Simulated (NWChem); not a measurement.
All runs are NWChem calculations. System: C₂HCl₂, charge 0, spin multiplicity 2, at a geometry optimised with UPBE/def2-SVP. The structure started from a generated list of species. Its SCF solution wasn't tested for a lower state. Level: UB2PLYP/def2-TZVP, 12 core orbitals frozen.

NWChem printed:

```
             Northwest Computational Chemistry Package (NWChem) 7.3.0
             --------------------------------------------------------

                                NWChem Input Module
                                -------------------

 Scaling coordinates for geometry "geometry" by  1.889725989
 (inverse scale =  0.529177249)

 Turning off AUTOSYM since
 SYMMETRY directive was detected!

                             Geometry "geometry" -> ""
                             -------------------------

 Output coordinates in angstroms (scale by  1.889725989 to convert to a.u.)

  No.       Tag          Charge          X              Y              Z
 ---- ---------------- ---------- -------------- -------------- --------------
    1 Cl                  17.0000    -1.83469800     0.14295800     0.00000000
    2 C                    6.0000    -0.41319400     1.01615200     0.00000000
    3 C                    6.0000     0.89027500     0.75799800     0.00000000
    4 Cl                  17.0000     1.56982100    -0.86109500     0.00000000
    5 H                    1.0000     1.64042800     1.56343600     0.00000000

 Effective nuclear repulsion energy (a.u.)     170.0887310044

            Nuclear Dipole moment (a.u.)
            ----------------------------
        X                 Y               Z
 ---------------- ---------------- ----------------
     0.0000094486     0.0000132281     0.0000000000

      Symmetry information
      --------------------

 Group name             Cs
 Group number              2
 Group order               2
 No. of unique centers     5

      Symmetry unique atoms

     1    2    3    4    5


 Summary of "ao basis" -> "" (spherical)
 ------------------------------------------------------------------------------
       Tag                 Description            Shells   Functions and Types
 ---------------- ------------------------------  ------  ---------------------
 *                         def2-tzvp                  on all atoms

  dft_input: which_mp2 not specified, using semidirect MP2 by default.

                                 NWChem DFT Module
                                 -----------------

 Summary of "ao basis" -> "ao basis" (spherical)
 ------------------------------------------------------------------------------
       Tag                 Description            Shells   Functions and Types
 ---------------- ------------------------------  ------  ---------------------
 Cl                        def2-tzvp                13       37   5s5p2d1f
 C                         def2-tzvp                11       31   5s3p2d1f
 H                         def2-tzvp                 4        6   3s1p

 Summary of "ao basis" -> "ao basis" (spherical)
 ------------------------------------------------------------------------------
       Tag                 Description            Shells   Functions and Types
 ---------------- ------------------------------  ------  ---------------------
 Cl                        def2-tzvp                13       37   5s5p2d1f
 C                         def2-tzvp                11       31   5s3p2d1f
 H                         def2-tzvp                 4        6   3s1p

      Symmetry analysis of basis
      --------------------------

        a'         97
        a"         45

            General Information
            -------------------
          SCF calculation type: DFT
          Wavefunction type:  spin polarized.
          No. of atoms     :     5
          No. of electrons :    47
           Alpha electrons :    24
            Beta electrons :    23
          Charge           :     0
          Spin multiplicity:     2
          Use of symmetry is: on ; symmetry adaption is: on
          Maximum number of iterations: 100
          AO basis - number of functions:   142
                     number of shells:    52
          Convergence on energy requested:  1.00D-06
          Convergence on density requested:  1.00D-05
          Convergence on gradient requested:  5.00D-04

              XC Information
              --------------
                     Hartree-Fock (Exact) Exchange  0.530
                    Becke 1988 Exchange Functional  0.470
[...]
   alpha    101    102    103    104    105    106    107    108    109    110
    beta    101    102    103    104    105    106    107    108    109    110
 overlap   0.998  0.999  0.999  0.996  0.978  0.787  0.792  0.995  0.998  0.997

   alpha    111    112    113    114    115    116    117    118    119    120
    beta    111    113    112    114    115    116    117    118    119    120
 overlap   0.977  0.891  0.900  0.967  0.976  0.974  0.973  0.994  0.994  0.997

   alpha    121    122    123    124    125    126    127    128    129    130
    beta    121    122    123    124    125    126    127    128    129    130
 overlap   0.998  0.998  0.999  0.998  1.000  0.993  0.994  0.999  1.000  0.999

   alpha    131    132    133    134    135    136    137    138    139    140
    beta    131    132    133    134    135    136    137    138    139    140
 overlap   0.995  0.995  1.000  0.999  1.000  0.999  1.000  1.000  1.000  1.000

   alpha    141    142
    beta    141    142
 overlap   1.000  1.000

     --------------------------
     Expectation value of S2:
     --------------------------
      <S2> =      0.7896 (Exact =     0.7500)

 center of mass
 --------------
 x =  -0.03750189 y =  -0.04472174 z =   0.00000000

 moments of inertia (a.u.)
 ------------------
         172.622803383554         181.559256663725           0.000000000000
         181.559256663725         778.916232760878           0.000000000000
           0.000000000000           0.000000000000         951.539036144432

     Multipole analysis of the density
     ---------------------------------

     L   x y z        total         alpha         beta         nuclear
     -   - - -        -----         -----         ----         -------
     0   0 0 0     -0.000000    -24.000000    -23.000000     47.000000

     1   1 0 0     -0.009846      0.744936     -0.754791      0.000009
     1   0 1 0      0.336625     -0.877717      1.214328      0.000013
     1   0 0 1     -0.000000     -0.000000     -0.000000      0.000000

     2   2 0 0    -26.032503   -207.050003   -203.188479    384.205979
     2   1 1 0      1.817201     44.034884     41.146632    -83.364316
     2   1 0 1      0.000000      0.000000      0.000000      0.000000
     2   0 2 0    -26.210439    -61.636151    -53.992861     89.418573
     2   0 1 1     -0.000000     -0.000000     -0.000000      0.000000
     2   0 0 2    -28.115148    -14.356990    -13.758157      0.000000

                   NWChem MP2 Semi-direct Energy/Gradient Module
                   ---------------------------------------------

  Basis functions       =    142
  Molecular orbitals    =    142
  Frozen core           =     12
  Frozen virtuals       =      0
  Active alpha occupied =     12
  Active beta occupied  =     11
  Active alpha virtual  =    118
  Active beta virtual   =    119
  Use MO symmetry       = T
  Use skeleton AO sym   = T

  AO/Fock/Back tols     =   1.0D-09  1.0D-09  1.0D-09

 GA uses MA = F    GA memory limited = T

 Available:
  local mem=  4.43D+07
 global mem=  1.44D+08
 local disk=  0.00D+00
  mp2_memr nvloc                   118
  nvloc new                   118
   1 passes of  12:        5242880                     111906                  46782351.
   1 passes of  12: M     44318781           G      144138872           F      39075901.
  mp2_memr nvloc                   118
  nvloc new                   118
   2 passes of   6:        5242880                      76520                  23408439.
   2 passes of   6: M     44318781           G      144138872           F      39075901.

 Semi-direct pass number   1 of   2  for UHF alpha       at        9.7s
  vrange nnbf                  9710
  mp2_eaftype                    89  avail_ma_in_mb                   386
 EAF : mp2_eaftype filesize          89   11704220.
  mp2_eaf for mointskh                     89
Node 0 wrote     55.0 Mb in      0.0 s     Agg I/O rate:  1143.5 Mb/s
 Done moints_semi at       14.9s
  mp2_eaftype                    89  avail_ma_in_mb                   386
 EAF : mp2_eaftype filesize          89   11704220.
  mp2_eaf for kh                    89
 Done maket at       15.0s
 Semi-direct pass number   2 of   2  for UHF alpha       at       15.0s
  vrange nnbf                  9710
  mp2_eaftype                    89  avail_ma_in_mb                   386
 EAF : mp2_eaftype filesize          89   11704220.
  mp2_eaf for mointskh                     89
Node 0 wrote     55.0 Mb in      0.1 s     Agg I/O rate:   902.3 Mb/s
 Done moints_semi at       20.2s
  mp2_eaftype                    89  avail_ma_in_mb                   386
 EAF : mp2_eaftype filesize          89   11704220.
  mp2_eaf for kh                    89
 Done maket at       20.4s
 Done multipass loop at       20.4s

 GA uses MA = F    GA memory limited = T

 Available:
  local mem=  4.43D+07
 global mem=  1.44D+08
 local disk=  0.00D+00
  mp2_memr nvloc                   119
  nvloc new                   119
   1 passes of  11:        5242880                     106558                  43249853.
   1 passes of  11: M     44318781           G      144138872           F      39075901.
  mp2_memr nvloc                   119
  nvloc new                   119
   2 passes of   6:        5242880                      76820                  23606523.
   2 passes of   6: M     44318781           G      144138872           F      39075901.

 Semi-direct pass number   1 of   2  for UHF beta        at       20.4s
  vrange nnbf                  9710
  mp2_eaftype                    90  avail_ma_in_mb                   386
 EAF : mp2_eaftype filesize          90   11803262.
  mp2_eaf for mointskh                     90
Node 0 wrote     55.5 Mb in      0.0 s     Agg I/O rate:  1558.0 Mb/s
 Done moints_semi at       25.6s
  mp2_eaftype                    90  avail_ma_in_mb                   386
 EAF : mp2_eaftype filesize          90   11803262.
  mp2_eaf for kh                    90
 Done maket at       25.7s
 Semi-direct pass number   2 of   2  for UHF beta        at       25.7s
  vrange nnbf                  9710
  mp2_eaftype                    90  avail_ma_in_mb                   386
 EAF : mp2_eaftype filesize          90   11803262.
  mp2_eaf for mointskh                     90
Node 0 wrote     46.2 Mb in      0.0 s     Agg I/O rate:   959.9 Mb/s
 Done moints_semi at       30.9s
  mp2_eaftype                    90  avail_ma_in_mb                   386
 EAF : mp2_eaftype filesize          90   11803262.
  mp2_eaf for kh                    90
 Done maket at       31.0s
 Done multipass loop at       31.0s

          -------------------------------------------
          DFT energy                    -996.612819825522
          Unscaled MP2 energy             -0.807172091724
          Total DFT+MP2 energy          -996.830756290288
          -------------------------------------------

 -----------------------
 Performance information
 -----------------------

 Timer overhead =  9.62D-08 seconds/call

               Nr. of calls         CPU time (s)                 Wall time (s)                GFlops
             ---------------    -------------------     ------------------------------   -------------------
Name         Min   Avg   Max    Min     Avg     Max     Min     Avg     Max   Mx/calls   Min     Max     Sum
mp2: moin     4     4     4    21.     21.     21.      21.     21.     21.     5.2      0.0     0.0     0.0
mp2: make     4     4     4   0.53    0.53    0.53     0.53    0.53    0.53    0.13      0.0     0.0     0.0
mp2: tota     1     1     1    21.     21.     21.      21.     21.     21.     21.      0.0     0.0     0.0

 The average no. of pstat calls per process was 9.00D+00
 with a timing overhead of 8.66D-07s

 Task  times  cpu:       31.0s     wall:       31.0s

 Total times  cpu:       31.0s     wall:       31.0s
```

**Question.** Write an NWChem input that would produce this output.

**Answer.** One answer among several that fit: 
```
start mol
memory heap 200 mb stack 900 mb global 1100 mb
geometry units angstroms nocenter noautoz
  Cl    -1.834698     0.142958     0.000000
  C     -0.413194     1.016152     0.000000
  C      0.890275     0.757998     0.000000
  Cl     1.569821    -0.861095     0.000000
  H      1.640428     1.563436     0.000000
  symmetry group Cs
end
basis spherical
  * library def2-tzvp
end
dft
  xc hfexch 0.53 becke88 0.47 lyp 0.73 mp2 0.27
  dftmp2
  odft
  mult 2
  semidirect memsize 60000000 filesize 0
  iterations 100
end
mp2
  freeze core 12
end
task dft energy
```
